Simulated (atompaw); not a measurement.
## An all-electron radial function and its pseudo partner (Ag)

Columns: radius, all-electron u(r) and pseudo u(r) of the 5p shell (level -14.48 eV) of silver in the configuration [Kr] 4d9 5s0 5p0; LDA (PW92), scalar-relativistic, PAW (atompaw) scheme, atompaw 4.2.0.5.

```json
{"r (bohr)": "0.102", "all-electron": "-0.0872", "pseudo": "0.0005"}
{"r (bohr)": "0.204", "all-electron": "0.1425", "pseudo": "0.0021"}
{"r (bohr)": "0.306", "all-electron": "0.1726", "pseudo": "0.0052"}
{"r (bohr)": "0.408", "all-electron": "0.0389", "pseudo": "0.0102"}
{"r (bohr)": "0.510", "all-electron": "-0.1240", "pseudo": "0.0178"}
{"r (bohr)": "0.612", "all-electron": "-0.2432", "pseudo": "0.0286"}
{"r (bohr)": "0.713", "all-electron": "-0.2985", "pseudo": "0.0434"}
{"r (bohr)": "0.815", "all-electron": "-0.2967", "pseudo": "0.0629"}
{"r (bohr)": "0.917", "all-electron": "-0.2517", "pseudo": "0.0877"}
{"r (bohr)": "1.019", "all-electron": "-0.1788", "pseudo": "0.1181"}
{"r (bohr)": "1.121", "all-electron": "-0.0904", "pseudo": "0.1539"}
{"r (bohr)": "1.223", "all-electron": "0.0042", "pseudo": "0.1948"}
{"r (bohr)": "1.325", "all-electron": "0.0988", "pseudo": "0.2400"}
{"r (bohr)": "1.427", "all-electron": "0.1893", "pseudo": "0.2883"}
{"r (bohr)": "1.529", "all-electron": "0.2730", "pseudo": "0.3382"}
{"r (bohr)": "1.631", "all-electron": "0.3487", "pseudo": "0.3884"}
{"r (bohr)": "1.733", "all-electron": "0.4155", "pseudo": "0.4373"}
{"r (bohr)": "1.835", "all-electron": "0.4734", "pseudo": "0.4835"}
{"r (bohr)": "1.937", "all-electron": "0.5223", "pseudo": "0.5259"}
{"r (bohr)": "2.038", "all-electron": "0.5623", "pseudo": "0.5631"}
{"r (bohr)": "2.140", "all-electron": "0.5947", "pseudo": "0.5947"}
{"r (bohr)": "2.242", "all-electron": "0.6195", "pseudo": "0.6195"}
{"r (bohr)": "2.344", "all-electron": "0.6375", "pseudo": "0.6375"}
{"r (bohr)": "2.446", "all-electron": "0.6492", "pseudo": "0.6492"}
{"r (bohr)": "2.548", "all-electron": "0.6553", "pseudo": "0.6553"}
{"r (bohr)": "2.650", "all-electron": "0.6564", "pseudo": "0.6564"}
```

Task: How many radial nodes do the two functions have?

Result: The all-electron 5p function has n − l − 1 = 3; the pseudo-wave has 0, since the states of the same l below it are removed with the core.

Task: At about which radius was the pseudo-wave matched?

Result: 2.20 bohr, where the columns begin to agree (steps of 0.10 bohr).

Task: Is the pseudo-wave norm-conserving?

Result: No, it belongs to a PAW set: the norm inside the radius is not constrained, and the difference is carried by the augmentation charge.
